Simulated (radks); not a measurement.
Coulomb parameter of the 3d shell of the manganese ion Mn+ in the model configuration [Ar] 3d3.5 4s1 4p1.5, as a second difference U = [E(n + 1) + E(n - 1) - 2 E(n)] / (1)^2 with all orbitals relaxed. "Bare": the charge of the atom changes with n. "Screened": the 4p shell takes up the change at fixed total charge, which measures U(3d,3d) + U(4p,4p) - 2 U(3d,4p). Method: Dirac Kohn-Sham, PBE, spin-unpolarised, spherical densities, point nucleus; open shells are shared between the two j in proportion to 2j + 1; computed with a radial shooting solver on a logarithmic mesh with Libxc functionals.

\begin{tabular}{lrr}
case & configuration & E - E(n) (eV) \\ \hline
start & [Ar] 3d3.5 4s1 4p1.5 & 0.000 \\
bare +1 & [Ar] 3d4.5 4s1 4p1.5 & -17.879 \\
bare -1 & [Ar] 3d2.5 4s1 4p1.5 & 33.460 \\
screened +1 & [Ar] 3d4.5 4s1 4p0.5 & -12.583 \\
screened -1 & [Ar] 3d2.5 4s1 4p2.5 & 18.304 \\
\end{tabular}

U(bare) = 15.582 eV, U(screened by 4p) = 5.720 eV, against the Slater integral F0(3d,3d) = 24.063 eV with frozen orbitals.
